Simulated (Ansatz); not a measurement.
Reaction (formal hydrolysis of a Ge–Si bond): `[SiH3][GeH]1[CH2][O]1` + H₂O → `[OH][GeH]1[CH2][O]1` + SiH₄

Computed with Ansatz on PBE0-D4/def2-TZVP structures; ΔE is electronic, products minus reactants. CCSD(T)/CBS adds triple-zeta CCSD(T) − MP2 to the extrapolated MP2 energy (def2 sets, frozen cores). This one scheme is used for every species. DFT in def2-TZVPP. For Ge outer-core shells are correlated without core-valence functions, which leaves a few kJ/mol of doubt a bond. Scalar relativity is left out up to krypton. Each species was taken in one conformer, which may not be the lowest.

```
         level  ΔE (kcal/mol)
       ωB97X-V           -1.3
        B2PLYP           -1.1
 HF/def2-TZVPP           -5.7
MP2/def2-QZVPP            0.3
```

What does CCSD(T)/CBS give? (An estimate is asked.)

The calculation gave: +1.4 kcal/mol. The listed levels differ from it by -2.7, -2.5, -7.1, -1.1 kcal/mol.

Largest T1 diagnostic among the species: 0.015.

In def2-TZVPP, CCSD(T) changes the Hartree–Fock value by +5.3 kcal/mol (the triples alone add +0.6 kcal/mol) and MP2 by +5.1 kcal/mol. The D4 term adds +1.1 kcal/mol with B3LYP and +0.7 kcal/mol with PBE0; it sums over pairs of atoms, weighted by their polarisabilities, and B3LYP, whose exchange is more repulsive, gets the larger term.

B3LYP here is the variant with VWN-RPA as its local correlation; programs differ in this.
